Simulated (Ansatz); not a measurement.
Ansatz results at the PBE0-D4/def2-TZVP geometry: ideal-gas entropy at 298 K and 1 bar (rigid rotor, harmonic PBE0-D4/def2-TZVP) 293 J/(mol·K); size of the dipole moment (ωB97M-V/def2-TZVPP) 2.28 D; size of the dipole moment (B3LYP/def2-TZVPP) 2.33 D.

Each molecule was computed in one conformer, which needn't be the lowest.

Question: Which molecule gave them?
A. `N[SiH]O`•
B. `[SH][Ga][Br]`•
C. `C[SiH2]S[SiH2]`•
D. `[NH][SiH2]O`•

Answer: A. The others give `[NH][SiH2]O`•: 293, 1.13, 1.13; `[SH][Ga][Br]`•: 331, 1.05, 0.98; `C[SiH2]S[SiH2]`•: 376, 1.30, 1.33.

B3LYP here is the variant with VWN-RPA as its local correlation; programs differ in this.
